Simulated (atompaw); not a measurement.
**neodymium (Nd): PAW (atompaw) pseudisation with LDA (PW92), scalar-relativistic reference atom.**

The input file (atompaw 4.2.0.5):

```
Nd 60
LDA-PW scalarrelativistic loggrid 2001 logderivrange -5 5 251
6 6 5 4 0 0
6 0 1.5
6 1 0
5 2 0
4 3 4
0 0 0
c
c
c
c
v
v
c
c
c
v
v
c
c
v
v
3
3.00 2.50 2.15 2.60
n
n
y
4.75
n
y
1.45
n
custom rrkj vanderbiltortho besselshape
bessel
2.70
3.00
2.40
3.00
3.00
2.25
1.95
1.95
PWSCFOUT
UPFDX 0.0125d0 UPFXMIN -7.d0 UPFZMESH 60.d0
END
```

Command:

```bash
atompaw < Nd.input > Nd.log
```

Resulting log (summary file):

```
[... start of the log left out ...]
         rc =    3.0056744871783279
        irc =         1514
   rc_shape =    2.5056895315827905
    rc_vloc =    2.1604511424268815
    rc_core =    2.6090723931438538
   Vloc: truncated form - Vps(r)=A.sin(qr)/r for r<rc
   Projector type: RRKJ pseudization + Vanderbilt ortho.
   Bessel compensation charge shape zeroed at   2.5057E+00

 Number of basis functions     8
 No.   n  nodes  l      Energy         Cp coeff         Occ
  1    5    4    0   -0.3194158E+01 -0.3843342E+01  0.2000000E+01
  2    6    5    0   -0.4387130E+00  0.1432415E+02  0.1500000E+01
  3    5    3    1   -0.1840340E+01 -0.9264422E+00  0.6000000E+01
  4    6    4    1   -0.2386656E+00 -0.4539859E+01  0.0000000E+00
  5    5    2    2   -0.3436119E+00 -0.1453120E+02  0.0000000E+00
  6  999    3    2    0.4750000E+01 -0.5288235E+00  0.0000000E+00
  7    4    0    3   -0.3518460E+00 -0.3575168E+01  0.4000000E+01
  8  999    1    3    0.1450000E+01  0.4393769E+02  0.0000000E+00

 Eigenvalues of overlap operator (in the basis of projectors):
    1       -1.37094103E+01
    2        8.29437398E-02
    3        6.08637945E-01
    4        2.16315915E+00
    5        3.92344660E+00
    6        1.96289636E+01
    7        2.07573708E+01
    8        2.76226197E+03

The overlap operator has at least one negative eigenvalue!
It might be not positive definite...
Program is stopping.
This probably means that your projectors are too similar
or that your PAW basis is incomplete.
Advice: try to change your input parameters (f.i. : reference energies).
```

The run stopped because the overlap operator built from these waves and projectors is not positive definite.

The run took about 16 s on one core of a shared server CPU.
